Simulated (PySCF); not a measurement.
Sn (tin, neutral) across methods

[Kr] 4d10 5s1 5p3, high-spin 5S determinant (an excited configuration). Computed with PySCF 2.14 in x2c-QZVPPall with one added diffuse shell each of s, p, d, f type (14s10p8d5f1g, 128 functions), with scalar relativity by spin-free X2C-1e.

```
 method  E (hartree)  mean ε 4d β (eV)  mean ε 5s α (eV)  mean ε 5p α (eV)  Σ⟨r²⟩ (bohr²)   ⟨S²⟩
    PBE     -6175.95           -26.490           -12.129            -5.004          62.20  6.002
 r2SCAN     -6176.40           -27.081           -12.789            -5.320          61.41  6.004
    UHF  -6173.72085           -36.230           -18.288            -8.536          62.21  6.005
    LDA     -6170.37           -26.650           -12.300            -5.086          62.07  6.002
r2SCANh     -6176.40           -28.084           -13.401            -5.676          61.36  6.004
   PBE0     -6176.04           -29.167           -13.833            -5.993          61.77  6.002
  TPSSh     -6176.13           -27.603           -12.874            -5.417          61.83  6.002
wB97X-V     -6176.07           -31.755           -16.592            -7.967          62.02  6.002
```
